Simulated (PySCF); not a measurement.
[PtF3]- (singlet). Level of theory: PBE/[Pt def2-SVPD with ECP60, F def2-SVPD], scalar-relativistic core potentials, density fitting, no spin–orbit coupling, PySCF.

Harmonic bands of its minimum:

| ω (cm⁻¹) | IR (km/mol) |
| --- | --- |
| 37 | 11.4 |
| 187 | 8.1 |
| 199 | 7.0 |
| 498 | 192 |
| 505 | 19.4 |
| 542 | 47.9 |

Q: The central atom is Pt. Infer the point group and assign the bands.

A: Cs. The modes span 5a' + a'': 37 a', 187 a'', 199 a', 498 a', 505 a', 542 a'. The computed geometry has Pt–F 1.938 Å, Pt–F 1.993 Å (×2); F–Pt–F 86.1°, F–Pt–F 105.8°, F–Pt–F 168.0°.

This need not be the most stable arrangement of these atoms. The lowest empty level of this anion is unbound, so it and the gap depend on the basis. Spin–orbit coupling, left out here, can matter for elements this heavy.
